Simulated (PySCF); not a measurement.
Species: `O(C)C(=O)C[SiH2]COC`. The columns A, B, C and D hold Mulliken, IAO, Hirshfeld and ESP-fitted charges (e) of one PBE0/pcSseg-1 density (PySCF), in a shuffled order. Coordinates in Å (GFN2-xTB); the density's dipole moment is (-0.26, 0.51, 0.87) D.

```tsv
atom	x	y	z	A	B	C	D
C1	-3.179	0.844	-0.609	-0.198	-0.042	-0.102	-0.035
O2	-2.669	0.302	0.576	-0.383	-0.151	-0.341	-0.506
C3	-1.260	0.142	0.573	-0.322	-0.089	-0.150	-0.229
Si4	-0.623	-1.195	-0.647	+0.744	+0.342	+0.577	+0.607
C5	1.118	-1.746	-0.065	-0.584	-0.165	-0.768	-0.485
C6	2.005	-0.554	-0.038	+0.519	+0.207	+0.835	+0.386
O7	2.684	-0.159	-0.950	-0.474	-0.266	-0.552	-0.412
O8	1.912	0.090	1.143	-0.356	-0.097	-0.345	-0.470
C9	2.664	1.287	1.269	-0.215	-0.037	-0.268	-0.033
H10	-2.706	1.806	-0.843	+0.119	+0.036	+0.074	+0.087
H11	-4.244	0.996	-0.445	+0.160	+0.052	+0.121	+0.124
H12	-3.034	0.166	-1.459	+0.116	+0.034	+0.060	+0.096
H13	-0.783	1.114	0.380	+0.125	+0.029	+0.118	+0.123
H14	-1.012	-0.137	1.600	+0.164	+0.043	+0.116	+0.147
H15	-0.509	-0.673	-2.015	-0.116	-0.076	-0.127	-0.048
H16	-1.501	-2.368	-0.613	-0.114	-0.074	-0.106	-0.060
H17	1.062	-2.185	0.928	+0.172	+0.050	+0.205	+0.168
H18	1.518	-2.473	-0.765	+0.178	+0.056	+0.217	+0.174
H19	3.725	1.057	1.388	+0.151	+0.050	+0.152	+0.120
H20	2.538	1.910	0.381	+0.153	+0.044	+0.134	+0.121
H21	2.286	1.795	2.153	+0.162	+0.055	+0.151	+0.126
```

Question: Which column most likely holds the ESP-fitted charges?

Answer: C. Σ q r misses the density's dipole by 0.05 D (C), 0.51 D (B), 1.29 D (A), 2.47 D (D). Charges fitted to the outside potential are the only set here that is tied to the molecule's multipoles.

Question: And the Hirshfeld charges?

Answer: B. The mean sizes are 0.095 e (B), 0.217 e (D), 0.263 e (C), 0.263 e (A), and Hirshfeld charges are commonly the smallest of these schemes.

As computed, A = IAO, B = Hirshfeld, C = ESP-fitted, D = Mulliken. Hydrogens on carbon: IAO +0.12 to +0.18, Hirshfeld +0.03 to +0.06, ESP-fitted +0.06 to +0.22, Mulliken +0.09 to +0.17 e.

The Hirshfeld scheme divides the density at each point in proportion to the densities of the neutral, spherically averaged free atoms. The IAO scheme counts the electrons in orthogonalised intrinsic atomic orbitals, a minimal basis polarised so that it spans the occupied orbitals exactly.

Geometry: GFN2-xTB, one conformer, isolated molecule.
